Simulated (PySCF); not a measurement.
Species: C6H14Ge.
SMILES with atom numbers: `[CH3:1][Ge:2]1([CH3:3])[CH2:4][CH2:5][CH2:6][CH2:7]1` (hydrogens: H8, H9, H10 on C1; H11, H12, H13 on C3; H14, H15 on C4; H16, H17 on C5; H18, H19 on C6; H20, H21 on C7)

Structure used (PBE0-D3(BJ)/def2-SVP), in Å, numbered top down from 1:
```
atom  x, y, z in Å
C1     1.942   -0.931   -1.176
Ge2    0.732    0.034    0.020
C3     1.756    1.116    1.286
C4    -0.598   -1.141    0.888
C5    -1.925   -0.409    0.650
C6    -1.922    0.217   -0.750
C7    -0.659    1.068   -0.929
H8     1.370   -1.514   -1.913
H9     2.593   -0.230   -1.720
H10    2.581   -1.624   -0.608
H11    2.351    1.876    0.758
H12    1.081    1.631    1.986
H13    2.445    0.487    1.869
H14   -0.398   -1.326    1.954
H15   -0.597   -2.120    0.381
H16   -2.794   -1.076    0.781
H17   -2.040    0.397    1.397
H18   -1.926   -0.596   -1.499
H19   -2.842    0.799   -0.923
H20   -0.775    2.047   -0.434
H21   -0.424    1.265   -1.986
```

Method used: PBE0-D3(BJ)/def2-SVP geometry optimisation, gas phase in PySCF.

Masses are those of the commonest isotopes; rigid-rotor values at the optimised geometry. The values belong to one conformer with, in the numbering `[CH3:1][Ge:2]1([CH3:3])[CH2:4][CH2:5][CH2:6][CH2:7]1`, C1–Ge2–C4–C5 -131°, Ge2–C4–C5–C6 38°, C4–C5–C6–C7 -52°, C5–C6–C7–Ge2 37°.

(1) Give the principal moments of inertia and the rotational constants in MHz.

(2) Classify the top.

(3) Is it planar, by Δ = Ic − Ia − Ib?

(4) Give the other two planar moments, Paa and Pbb, and the rms extents of the mass along the axes.

(5) List the rotational levels J(Ka,Kc) to J = 5 (MHz).

(6) Predict some low-J microwave lines.

(7) Estimate the classical rotational partition function at 25 K, 50 K and 100 K.

Results:

(1) Ia = 179.80, Ib = 347.01, Ic = 363.15 u·Å²; 505379 MHz·u·Å²/I gives A = 2811, B = 1456, C = 1392 MHz.

(2) A near-prolate asymmetric top: κ = (2 × 1456 − 2811 − 1392)/(2811 − 1392) = -0.91.

(3) Not planar: Δ = Ic − Ia − Ib = -163.66 u·Å². For a rigid frame Δ = −2 Σ m c², so Σ m c² = 81.83 u·Å² lies off the ab plane: 24.67 from hydrogen and 57.16 from heavier atoms. The atom farthest from that plane is 2.12 Å away.

(4) Paa = Σ m a² = (Ib + Ic − Ia)/2 = 265.18 and Pbb = Σ m b² = (Ia + Ic − Ib)/2 = 97.97 u·Å². With the mass M = 160.03 u, the rms extents √(P/M) along a, b and c are 1.29, 0.78, 0.72 Å.

(5) Above 0(0,0):
J = 1: 1(0,1) 2848, 1(1,1) 4202, 1(1,0) 4267
J = 2: 2(0,2) 8542, 2(1,2) 9834, 2(1,1) 10028, 2(2,1) 14091, 2(2,0) 14093
J = 3: 3(0,3) 17077, 3(1,3) 18279, 3(1,2) 18668, 3(2,2) 22635, 3(2,1) 22647, 3(3,1) 29570, 3(3,0) 29570
J = 4: 4(0,4) 28447, 4(1,4) 29538, 4(1,3) 30185, 4(2,3) 34026, 4(2,2) 34059, 4(3,2) 40967, 4(3,1) 40967, 4(4,1) 50670, 4(4,0) 50670
J = 5: 5(0,5) 42643, 5(1,5) 43607, 5(1,4) 44576, 5(2,4) 48261, 5(2,3) 48339, 5(3,3) 55214, 5(3,2) 55216, 5(4,2) 64915, 5(4,1) 64915, 5(5,1) 77391, 5(5,0) 77391
The levels of one J sum to (2J + 1)J(J + 1)(A + B + C)/3.

(6) The dipole components are |μa| = 0.28 D, |μb| = 0.00 D, |μc| = 0.00 D; the symmetry axis of this C2 structure is a, so μb and μc vanish by symmetry and there are no b-type or c-type lines. Some lines, for components of 0.1 D or more:

```json
{"type": "a", "branch": "R", "J(Ka,Kc)": "1(0,1) ← 0(0,0)", "MHz": "2848", "lower level (cm⁻¹)": "0.000"}
{"type": "a", "branch": "R", "J(Ka,Kc)": "2(1,2) ← 1(1,1)", "MHz": "5631", "lower level (cm⁻¹)": "0.140"}
{"type": "a", "branch": "R", "J(Ka,Kc)": "2(0,2) ← 1(0,1)", "MHz": "5694", "lower level (cm⁻¹)": "0.095"}
{"type": "a", "branch": "R", "J(Ka,Kc)": "3(0,3) ← 2(0,2)", "MHz": "8535", "lower level (cm⁻¹)": "0.285"}
{"type": "a", "branch": "R", "J(Ka,Kc)": "3(2,1) ← 2(2,0)", "MHz": "8553", "lower level (cm⁻¹)": "0.470"}
{"type": "a", "branch": "R", "J(Ka,Kc)": "4(0,4) ← 3(0,3)", "MHz": "11370", "lower level (cm⁻¹)": "0.570"}
{"type": "a", "branch": "R", "J(Ka,Kc)": "4(2,3) ← 3(2,2)", "MHz": "11390", "lower level (cm⁻¹)": "0.755"}
{"type": "a", "branch": "R", "J(Ka,Kc)": "4(3,1) ← 3(3,0)", "MHz": "11397", "lower level (cm⁻¹)": "0.986"}
{"type": "a", "branch": "R", "J(Ka,Kc)": "4(1,3) ← 3(1,2)", "MHz": "11517", "lower level (cm⁻¹)": "0.623"}
{"type": "a", "branch": "R", "J(Ka,Kc)": "5(2,4) ← 4(2,3)", "MHz": "14235", "lower level (cm⁻¹)": "1.135"}
{"type": "a", "branch": "R", "J(Ka,Kc)": "5(4,1) ← 4(4,0)", "MHz": "14245", "lower level (cm⁻¹)": "1.690"}
{"type": "a", "branch": "R", "J(Ka,Kc)": "5(3,2) ← 4(3,1)", "MHz": "14249", "lower level (cm⁻¹)": "1.367"}
```

(7) Point group C2, symmetry number σ = 2; q = (√π/σ)·√((kT/h)³/(ABC)), k/h = 20836.6 MHz/K: 4410 at 25 K, 12500 at 50 K, 35300 at 100 K.

PBE0-D3(BJ)/def2-SVP frequencies: not computed here. Constants of a rigid frame at the computed geometry: no zero-point averaging, no centrifugal distortion. A rigid rotor knows nothing of internal rotation, which can split or shift real lines.
